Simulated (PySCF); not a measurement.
## TPSS on Ta²⁺ (tantalum, charge +2)

Configuration: [Xe] 4f14 5d2 6p1, one real determinant (an excited configuration). Calculation: PySCF 2.14, in aug-cc-pVTZ-PP with ECP60MDF; scalar relativity through the core potential.

```json
{
 "Total energy": "-56.2229 hartree",
 "One-electron energy": "-86.3622 hartree",
 "Hartree (Coulomb) energy": "36.2458 hartree",
 "Exchange-correlation energy": "-6.1065 hartree",
 "⟨S²⟩": "3.7509",
 "⟨L²⟩": "13.933",
 "Sum of ⟨r⟩": "17.44 bohr",
 "Sum of ⟨r²⟩": "36.09 bohr²",
 "Traceless quadrupole moment −½Σ⟨3z² − r²⟩ along its main axis": "-5.43 e·bohr²"
}
```

```csv
shell,electrons,mean orbital energy (hartree),spread (hartree),"rms radius, mean of both spins (bohr)"
5s α,1,-3.39949,0,1.18
5s β,1,-3.36242,0,1.18
5p α,3,-2.18160,0.01027,1.38
5p β,3,-2.12868,0.01219,1.38
5d α,2,-0.82999,0.00680,2.06
6p α,1,-0.53885,0,3.67
```

⟨L²⟩ = 13.93 against 20 for a pure G term, so this real determinant mixes terms. Energies and moments cover only the electrons outside the core potential. Spin-orbit coupling, absent here, splits the open shell strongly.
